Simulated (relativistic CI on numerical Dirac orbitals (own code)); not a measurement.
# One change at a time: Pt²⁹⁺

Base calculation: Dirac-Coulomb-Breit CI, orbitals from a KLI potential per configuration, model QED (radiative potential, 1s self-energy scaled to tabulated hydrogen-like ionisation energies), unscaled Slater integrals.

Configuration list (outside the closed core [Ar] 3d10): 4s²4p⁶4d¹⁰4f³, 4s²4p⁶4d⁹4f⁴, 4s²4p⁶4d¹⁰4f²5s, 4s²4p⁶4d¹⁰4f²5p, 4s²4p⁶4d¹⁰4f5s², 4s²4p⁵4d¹⁰4f⁴, 4s²4p⁶4d¹⁰4f5s5p, 4s²4p⁶4d¹⁰4f²5d, 4s²4p⁶4d¹⁰4f5p², 4s²4p⁶4d¹⁰4f5s5d, 4s4p⁶4d¹⁰4f⁴, 4s²4p⁶4d⁹4f²5s², 4s²4p⁶4d¹⁰4f²5f, 4s²4p⁶4d¹⁰4f²6s, 4s²4p⁶4d¹⁰4f5d², 4s²4p⁶4d¹⁰4f²6p. Levels of other configurations are missing.

The lowest level and the first level of each name with at least 55 % of one term (blank where a level has no safe partner in the second run):

| Level | Base (cm⁻¹) | Shift (cm⁻¹) |
| --- | --- | --- |
| 4s²4p⁶4d¹⁰4f³ ⁴I°9/2 | 0 | 0 |
| 4s²4p⁶4d¹⁰4f³ ⁴I°11/2 | 30554 | -30554 |
| 4s²4p⁶4d¹⁰4f³ ⁴F°3/2 | 42792 | -8643 |
| 4s²4p⁶4d¹⁰4f³ ⁴I°13/2 | 54463 | -54463 |
| 4s²4p⁶4d¹⁰4f³ ⁴S°3/2 | 71857 | -36854 |
| 4s²4p⁶4d¹⁰4f³ ⁴G°5/2 | 72418 | -17792 |
| 4s²4p⁶4d¹⁰4f³ ⁴I°15/2 | 73764 | -73764 |
| 4s²4p⁶4d¹⁰4f³ ⁴G°7/2 | 86770 |  |
| 4s²4p⁶4d¹⁰4f³ ²K°13/2 | 94830 | -40004 |
| 4s²4p⁶4d¹⁰4f³ ⁴F°9/2 | 95820 |  |
| 4s²4p⁶4d¹⁰4f³ ²H°11/2 | 97058 | -60748 |
| 4s²4p⁶4d¹⁰4f³ ²P°1/2 | 105887 | -39374 |
| 4s²4p⁶4d¹⁰4f³ ⁴G°9/2 | 110597 |  |
| 4s²4p⁶4d¹⁰4f³ ⁴D°1/2 | 142411 | -53076 |
| 4s²4p⁶4d¹⁰4f³ ²I°13/2 | 147950 | -60158 |
| 4s²4p⁶4d¹⁰4f³ ⁴D°7/2 | 149485 | -60150 |
| 4s²4p⁶4d¹⁰4f³ ²L°17/2 | 152374 | -63234 |
| 4s²4p⁶4d¹⁰4f³ ²F°7/2 | 193433 | -73280 |
| 4s²4p⁶4d¹⁰4f²5s ⁴H7/2 | 1353508 |  |
| 4s²4p⁶4d¹⁰4f²5s ⁴F3/2 | 1377733 |  |
| 4s²4p⁶4d¹⁰4f²5s ⁴F5/2 | 1382920 |  |
| 4s²4p⁶4d¹⁰4f²5s ⁴H11/2 | 1393066 |  |

At this charge energies of transitions that change n are usually good to better than 1 %, and those within a shell (Δn = 0) to a few per cent. Terms inside the open d or f shell come out 10 to 20 % too wide with unscaled integrals.

One thing was changed in a second run, which moved the levels as shown. Which?
A. QED terms removed
B. configuration mixing switched off
C. non-relativistic limit
D. Breit term removed

C. Non-relativistic limit. Without relativity the fine structure collapses and s electrons lose their extra binding.

LS names give the leading component of a level, which can be under half, so a name can repeat, a term be missing and a line seem to break the LS rules.
